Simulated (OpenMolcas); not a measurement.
## Pt2+: effect of correlating more closed shells

```json
{"Program": "OpenMolcas", "Basis": "ANO-RCC-VQZP [9s8p6d4f2g1h]", "Scalar Hamiltonian": "DKH2, point nucleus", "Active space": "8 electrons in 6 orbitals (5d 6s)", "State averaging": "2S+1 = 3 even, 60 roots; 2S+1 = 5 even, 15 roots kept (CI in the orbitals of an earlier block); 2S+1 = 1 even, 55 roots kept (CI in the orbitals of an earlier block)", "Spin-orbit coupling": "state interaction with AMFI integrals over the reference wave functions, term energies averaged over their components"}
```

Methods on the same reference wave functions:
A. CASSCF
B. MS-CASPT2, IPEA 0.25 Eh, imaginary shift 0.1 Eh (closed shells correlated: 5s 5p)
C. MS-CASPT2, IPEA 0.25 Eh, imaginary shift 0.1 Eh (closed shells correlated: 4f 5s 5p)

Energies in eV above 5d8 3F4, the measured ground level; measured values from NIST levels as listed in McCann et al., Mon. Not. R. Astron. Soc. 538, 537 (2025).

```csv
Level,A,B,C,Measured
5d8 3F4,0.0000,0.0000,0.0000,0.0000
5d8 3F3,1.2728,1.296,1.296,1.2091
5d7 6s 5F5,2.2456,2.540,2.615,2.7074
5d8 3P0,2.3371,1.895,1.889,1.8522
5d8 3P1,2.4674,2.143,2.139,2.0807
5d7 6s 5F4 [54 %],2.9511,3.270,3.343,
5d8 1G4 [65 %],3.1551,2.742,2.744,2.6447
5d7 6s 5F3,3.5844,3.841,3.916,
5d7 6s 5F2 [66 %],3.8696,4.062,4.135,
5d7 6s 5F1 [61 %],4.0142,4.179,4.252,
5d7 6s 3F4(1) [59 %],4.4240,4.340,4.414,
5d7 6s 5P3 [74 %],4.5173,4.473,4.540,
5d7 6s 5P2 [53 %],4.5433,4.371,4.435,
5d7 6s 5P1 [54 %],5.0972,4.947,5.012,
5d7 6s 3G5 [64 %],5.1440,5.164,5.240,
5d7 6s 3F3(1) [62 %],5.2806,5.176,5.251,
5d7 6s 3H6,5.9584,5.902,5.977,
5d7 6s 3G3,6.1080,6.061,6.137,
5d7 6s 3H5 [60 %],6.3831,6.261,6.335,
5d7 6s 3D3(1) [62 %],6.6757,6.579,6.655,
5d8 1S0 [55 %],7.1514,5.779,5.804,
5d7 6s 3F2(2) [73 %],7.5996,7.098,7.161,
5d7 6s 3F3(2) [71 %],7.7206,7.195,7.258,
5d7 6s 1H5 [63 %],7.7369,7.514,7.588,
```

Deviations, from unrounded energies. A percentage is the sum of absolute deviations over the sum of measured energies, with the sign that they share, or ± where signs differ.

```
                        Against measurement  Levels      A     B     C
             mean absolute deviation (cm-1)       5   3100   740   600
      fine structure of the ground term (%)       1   +5.3  +7.2  +7.2
other terms of the ground configuration (%)       3  +21.0  +3.1  +2.9
                   other configurations (%)       1  -17.1  -6.2  -3.4
```

C lies closest to measurement on these levels and A furthest from it. The largest miss of C in the table is 5d8 1G4 [65 %], by +800 cm-1. The ranking rests on the paired levels alone, and a cruder setting can come out closer through cancelling errors.

Between B and C the level of the table that moves most is 5d7 6s 3G5 [64 %], by 620 cm-1 (lowest in B, highest in C). Moves below CASPT2's spread within the term are not significant.

The mean deviations of B to C differ by less than CASPT2's widest spread within a term (1200 cm-1), so their order carries little weight.

From A to B the spin-free energies of the other terms of 5d8 shown, above 3F, scale by factors of 0.70 to 0.81, as is usual when dynamic correlation screens the repulsion within a d or f shell.

The lowest spin-free term lies below A's lowest term by 0.511 hartree in B, 0.856 hartree in C.

What an inner shell adds also hangs on whether the basis holds functions to correlate it.

CASPT2 breaks the degeneracy within a term, and the mean is taken; among the terms shown or strongly mixed into the levels shown the widest spread is 1200 cm-1 (5d8 1G, C). Terms from blocks run as CI alone lack orbitals of their own. A single d shell beside an s shell can misplace configurations of different d count against each other. Without dynamic correlation excited terms often stand tens of per cent too high (terms of higher spin than the ground term too low), and those without a measured partner can miss by more than the paired ones (holds for A). The CASPT2 spread within a term exceeds the gap to the next term for 5d7 6s 3F(1) and 5d8 1S, 5d7 6s 3D(1) and 5d7 6s 3P(1), so the order of their levels is uncertain (holds for C). Computed and measured levels are paired by configuration, term and J; levels that our copy of the source lacks, or whose pairing is in doubt (as where it misses far off the trend of its configuration), stay unpaired and out of the deviations. Only configurations of the active space appear. The table leaves out levels that lie high or whose names do not pair safely across all columns.

A share in square brackets marks a mixed level and gives the weight of the term that names it, the lowest over the columns. A number in round brackets counts repeated terms of one configuration in the order of the reference energies.
